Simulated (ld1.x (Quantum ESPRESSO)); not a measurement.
Pseudopotential generation for boron: TM, PBE, scalar-relativistic.

* Element: boron (B)
* Generator: ld1.x (Quantum ESPRESSO) 7.5
* Type: norm-conserving Troullier–Martins (Kleinman–Bylander form)
* Functional: PBE
* Relativity: scalar-relativistic
* Frozen core: [He]
* Valence charge: 3
* Reference configuration: 2s1.75 2p1.25
* Partial waves: 2s (bound): rc 1.10 bohr; 2p (bound): rc 3.20 bohr; 3d channel at 0.4 Ry: rc 2.80 bohr
* Local potential: all-electron potential smoothed inside 1.55 bohr (lloc = -1)
* Core correction: none

Calculated quality:

```
Cutoffs needed           : 21 Ry and 60 Ry (the cutoffs (Ry, on a coarse ladder) from which the occupation-weighted sum of valence levels, in a spherical-Bessel basis at the reference potential, stays within 10 and 1 mRy of its value at 400 Ry)
Ghost test               : no extra level below or beside the all-electron valence levels (s, p, d, f tested) (spherical-Bessel basis up to 400 Ry, 20 bohr box)
Largest excitation error : +406 meV (all-electron minus pseudo) for 2s1 2p0, out of 7 test configurations
```

Generation and tests took about 1.1 s on one core of a shared server CPU.
